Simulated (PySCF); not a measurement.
These are PBE-D3(BJ)/def2-TZVP // TPSS-D3(BJ)/def2-SVP in PySCF values and carry that method's errors. Isolated molecules, 0 K electronic values unless said otherwise. One relaxed conformer stands for a flexible species; it need not be the lowest. 

Reference species: [W(F)6] (neutral, multiplicity 1).

```yaml
charge on the central atom (Mulliken): 1.55 e
LUMO: -5.37 eV
HOMO–LUMO gap: 5.28 eV
HOMO: -10.65 eV
```

After one change: the charge on the central atom (Mulliken) drops by 0.24 e; the LUMO rises by 2.01 eV; the HOMO–LUMO gap falls by 1.31 eV; the HOMO goes up by 3.32 eV.

Problem. Which change was made? The new species is one of these.
(A) [W(F)3(OH)3]
(B) [W(F)4(OH)2]
(C) [W(F)5(OH)]
(D) [W(F)(OH)5]

Solution. D, [W(F)(OH)5]
